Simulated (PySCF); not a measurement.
# Which proton of `C#Cc1ncc[nH]1` (C5H4N2) is most acidic?

Molecule: `C#Cc1ncc[nH]1` (C5H4N2). Atom numbers as in the mapped SMILES `[CH:1]#[C:2][c:3]1[n:4][cH:5][cH:6][nH:7]1`.

These are calculated values, M06-2X/ma-def2-SVP in PySCF (grid level 3) at geometries from PBE0-D3(BJ)/def2-SVP. Zero-point and thermal terms (298.15 K, 1 bar) come from unscaled GFN2-xTB harmonic frequencies, with soft modes damped to free rotors in the entropy. These were taken at the GFN2-xTB minima.

| site | product | ΔH(acid) / kJ/mol | ΔG(acid) / kJ/mol | gas share |
| --- | --- | --- | --- | --- |
| N7 (pyrrole-type nitrogen) | `C#Cc1ncc[n-]1` | 1420 | 1390 | > 99.9 % |
| C1 (alkyne carbon) | `[C-]#Cc1ncc[nH]1` | 1520 | 1488 | < 0.1 % |
| C6 (aromatic carbon) | `C#Cc1nc[c-][nH]1` | 1575 | 1541 | < 0.1 % |
| C5 (aromatic carbon) | `C#Cc1n[c-]c[nH]1` | 1658 | 1623 | < 0.1 % |

ΔH and ΔG refer to AH → A⁻ + H⁺ in the gas phase. Shares are Boltzmann weights among the listed products; an error of 10 kJ/mol changes a ratio about 56-fold. Sites whose products fell apart, merged with another or lost in a GFN2-xTB screen aren't listed.

Among these, N7 (pyrrole-type nitrogen) wins by 98 kJ/mol in gas-phase free energy over C1.

Caveats: structures of the anions come from def2-SVP, which lacks diffuse functions; ma-def2-SVP is a small basis, whose errors can reach tens of kJ/mol.
